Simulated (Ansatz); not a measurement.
The same ligand exchange along the group F, Cl, Br, I.

Calculated with Ansatz (gas phase, PBE0-D4/def2-TZVP geometries, no zero-point term in ΔE). CCSD(T)/CBS adds triple-zeta CCSD(T) − MP2 to the extrapolated MP2 energy (def2 sets, frozen cores). This one scheme is used for every species. Functionals use def2-TZVPP. B3LYP here is the variant with VWN-RPA as its local correlation; programs differ in this. def2 core potentials past Kr. For Br, I, Se outer-core shells are correlated without core-valence functions, which leaves a few kJ/mol of doubt a bond. Scalar relativity is left out up to krypton. One conformer a species, not always the lowest.

```json
{"reaction": "`F[SiH2]C[SiH3]` + H₂Se → `[SiH3]C[SiH2][SeH]` + H–F", "CCSD(T)/CBS(def2) (kJ/mol)": "68"}
{"reaction": "`[SiH3]C[SiH2]Cl` + H₂Se → `[SiH3]C[SiH2][SeH]` + HCl", "CCSD(T)/CBS(def2) (kJ/mol)": "?"}
{"reaction": "`[SiH3]C[SiH2]Br` + H₂Se → `[SiH3]C[SiH2][SeH]` + HBr", "CCSD(T)/CBS(def2) (kJ/mol)": "34"}
{"reaction": "`[SiH3]C[SiH2]I` + H₂Se → `[SiH3]C[SiH2][SeH]` + HI", "CCSD(T)/CBS(def2) (kJ/mol)": "27"}
```

(1) Fill in the missing values. (Best estimate.)

Largest T1 diagnostic: 0.011, for `F[SiH2]C[SiH3]`.

## Answers

(1) The calculation gave: `[SiH3]C[SiH2]Cl` + H₂Se → `[SiH3]C[SiH2][SeH]` + HCl: +33.8 kJ/mol.
